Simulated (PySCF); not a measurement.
## TDDFT excited states: H3ISn

Species: SnIH3.
Cartesian coordinates in Å at the PBE0-D3(BJ)/def2-SVP level; atoms count from 1:
```xyz
5
H3ISn angstrom
Sn    -0.0017    0.0027   -0.2427
I      0.0167   -0.0263    2.4575
H      1.6286    0.0127   -0.7495
H     -0.8259    1.4204   -0.7178
H     -0.8178   -1.4094   -0.7474
```

Level of theory: TDDFT wB97X-D/def2-SVPD, vertical, gas phase, core orbitals frozen in the response, def2 core potentials past Kr (PySCF). Spin–orbit coupling is left out.

Task: List the vertical singlet excitations with oscillator strengths and describe the spectrum.

Result: 

```json
{"state": "S1", "E (eV)": "4.88", "λ (nm)": "254.3", "ν̃ (cm⁻¹)": "39320", "f": "0.012", "|μ| (D)": "0.82", "symmetry": "E", "main configurations (H = HOMO, L = LUMO)": "H-1/H→L (≥91%)"}
{"state": "S2", "E (eV)": "4.88", "λ (nm)": "254.3", "ν̃ (cm⁻¹)": "39330", "f": "0.012", "|μ| (D)": "0.82", "symmetry": "E", "main configurations (H = HOMO, L = LUMO)": "H-1/H→L (≥91%)"}
{"state": "S3", "E (eV)": "6.65", "λ (nm)": "186.3", "ν̃ (cm⁻¹)": "53670", "f": "0.024", "|μ| (D)": "0.97", "symmetry": "E", "main configurations (H = HOMO, L = LUMO)": "H-1/H→L+1 (≥88%)"}
{"state": "S4", "E (eV)": "6.65", "λ (nm)": "186.3", "ν̃ (cm⁻¹)": "53670", "f": "0.024", "|μ| (D)": "0.97", "symmetry": "E", "main configurations (H = HOMO, L = LUMO)": "H-1/H→L+1 (≥88%)"}
{"state": "S5", "E (eV)": "6.90", "λ (nm)": "179.7", "ν̃ (cm⁻¹)": "55650", "f": "0.206", "|μ| (D)": "2.80", "symmetry": "A1", "main configurations (H = HOMO, L = LUMO)": "H-2→L (59%), H-1/H→L+4 (≥15%), H-1/H→L+3 (≥15%)"}
{"state": "S6", "E (eV)": "7.13", "λ (nm)": "173.8", "ν̃ (cm⁻¹)": "57530", "f": "0.0000", "|μ| (D)": "0.00", "symmetry": "–", "main configurations (H = HOMO, L = LUMO)": "H-1/H→L+4 (≥40%), H-1/H→L+3 (≥40%)"}
{"state": "S7", "E (eV)": "7.22", "λ (nm)": "171.7", "ν̃ (cm⁻¹)": "58230", "f": "0.0002", "|μ| (D)": "0.09", "symmetry": "–", "main configurations (H = HOMO, L = LUMO)": "H-1/H→L+4 (≥45%), H-1/H→L+3 (≥45%)"}
{"state": "S8", "E (eV)": "7.22", "λ (nm)": "171.7", "ν̃ (cm⁻¹)": "58230", "f": "0.0002", "|μ| (D)": "0.09", "symmetry": "–", "main configurations (H = HOMO, L = LUMO)": "H-1/H→L+3 (≥45%), H-1/H→L+4 (≥45%)"}
{"state": "S9", "E (eV)": "7.39", "λ (nm)": "167.7", "ν̃ (cm⁻¹)": "59620", "f": "0.0022", "|μ| (D)": "0.28", "symmetry": "E", "main configurations (H = HOMO, L = LUMO)": "H-4→L (81%)"}
{"state": "S10", "E (eV)": "7.39", "λ (nm)": "167.7", "ν̃ (cm⁻¹)": "59630", "f": "0.0022", "|μ| (D)": "0.28", "symmetry": "E", "main configurations (H = HOMO, L = LUMO)": "H-3→L (81%)"}
```

Triplets, Tamm–Dancoff:

| state | E (eV) | λ (nm) | main configurations (H = HOMO, L = LUMO) |
| --- | --- | --- | --- |
| T1 | 4.46 | 277.9 | H-1/H→L (≥94%) |
| T2 | 4.46 | 277.9 | H-1/H→L (≥94%) |
| T3 | 5.71 | 217.1 | H-2→L (93%) |

The lowest singlet level (S1/S2) comes at 254 nm (470 kJ/mol) in the ultraviolet; it is weak. The most intense listed level is S5 at 6.90 eV (180 nm, f = 0.206), 2.02 eV above S1. S1/S2, S3/S4, S7/S8 and S9/S10 lie within about 0.01 eV of each other in each set; the point group C3v has degenerate representations, and within a degenerate level the listed configurations can mix freely. Löwdin shares by element: HOMO (one of a set within 0.03 eV) iodine 88%, tin 8%; LUMO iodine 39%, tin 36%, hydrogen 17% or more. Of the 10 states listed, 5 reach f = 0.01 and 3 stay under 0.0005. Weighted by f, the mean energy of these states is 6.69 eV. Orbital energies (eV): HOMO-3 -11.77, HOMO-2 -10.83, HOMO-1 -9.28, HOMO -9.28, LUMO 0.09, LUMO+1 1.22, LUMO+2 1.96. The vertical ionisation energy (ΔSCF) is 9.71 eV, 2.31 eV above S10. Symmetry labels in C3v follow from the direction of the transition dipole and are given only for states with f of 0.002 or more. Orbitals of the list HOMO-3 to LUMO+2 that lie within 0.01 eV of each other are written together with a slash and their weights summed (≥ marks a lower bound); for degenerate orbitals outside that list single weights are arbitrary. The window holds the lowest 10 singlets.

On x86-64 server, one thread, on a shared host, this took 8.3 s of wall time (with the writing of density and orbital grids).
